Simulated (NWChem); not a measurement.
System: BaCl₂; SMILES [Cl][Ba][Cl]

The following NWChem deck was run.

```
start job
memory heap 200 mb stack 900 mb global 1100 mb
geometry units angstroms noautoz
  Ba     0.000000     0.000000     0.408137
  Cl     2.422616     0.000000    -0.904436
  Cl    -2.422616     0.000000    -0.904436
end
basis spherical
  Ba library def2-svp
  Cl library def2-svp
end
ecp
  Ba library def2-ecp
end
dft
  xc slater pw91lda
  iterations 150
  mulliken
end
task dft energy
```

Structure relaxed at the PBE-D3(BJ)/def2-SVP level. def2 effective core potentials on Ba; no spin-orbit coupling.

Q: What results follow from this input? (LDA (Slater exchange, PW92)/def2-SVP with def2 effective core potentials on Ba.) Quantities: energy (Ha); highest occupied level (eV); orbital gap (eV); dipole (D).

A: 
- energy (Ha): -942.69
- highest occupied level (eV): -6.17
- orbital gap (eV): 3.56
- dipole (D): 7.00
